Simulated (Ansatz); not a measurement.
The cluster TlH2. Charge 0, multiplicity 4. Geometry r2SCAN-D4/def2-TZVP; atoms count from 1.

```xyz
3

Tl    0.575    0.040   -0.865
H    -0.325   -1.176    0.354
H    -0.249    1.136    0.511
```

In the def2 sets Tl takes a core potential; there is no spin–orbit coupling. At PBE0-D4/def2-TZVP a doublet of charge 0 lies 3.19 eV below the quartet, each at its own geometry. The structure comes from a short search, and lower isomers may exist.

(1) Estimate the Mulliken populations from the PBE0/def2-TZVP orbitals of Ansatz.

(2) Where does the spin sit?

## Answers

(1) 
```json
{"atom": "Tl1", "charge (e)": "-0.20", "spin (α − β)": "1.61"}
{"atom": "H2", "charge (e)": "0.10", "spin (α − β)": "0.69"}
{"atom": "H3", "charge (e)": "0.10", "spin (α − β)": "0.69"}
```
Mulliken values depend strongly on the basis.

(2) Summed by element: Tl 1.61, H 1.39, of 3 unpaired in all. Largest on single atoms: Tl1 1.61, H2 0.69, H3 0.69.
